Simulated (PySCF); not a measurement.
Gas-phase reaction: 2 GaBr3 + 2 GaCl2 ⇌ 4 GaCl + 3 Br2

Energies from PySCF (xtb for GFN2), thermal terms from the rigid-rotor harmonic-oscillator model, ideal gas at 1 bar. † marks an energy on the PBE0/def2-TZVP geometry and frequencies; other levels use their own. CCSD(T) freezes the core. 6-31G* has spherical d functions here. Open shells (unrestricted): GaCl2 (multiplicity 2); the rest are closed-shell singlets. GFN2 has no spin-polarisation term. B3LYP is the form with VWN-RPA correlation. Br, Ga: all electrons, no relativistic terms. GaCl2: computed as isolated molecules; such fragments, hydroxides, amides, oligomers or adducts are transient or little studied in the gas. CCSD(T) isn't extrapolated to the basis-set limit.

| level | ΔH°(298 K), kJ |
|---|---|
| B3LYP/def2-TZVP† | 650 |
| CCSD(T)/def2-SVP† | 840 |
| GFN2-xTB | (withheld) |
| HF/6-31G* | (withheld) |
| PBE/def2-SVP | 721 |
| PBE0/def2-SVP† | (withheld) |
| PBE0/def2-TZVP | (withheld) |
| LDA/def2-TZVP† | 789 |

Question: Fill in the missing entries.

Answer: 
- GFN2-xTB, ΔH°(298 K), kJ: 553
- HF/6-31G*, ΔH°(298 K), kJ: 853
- PBE0/def2-SVP†, ΔH°(298 K), kJ: 808
- PBE0/def2-TZVP, ΔH°(298 K), kJ: 773
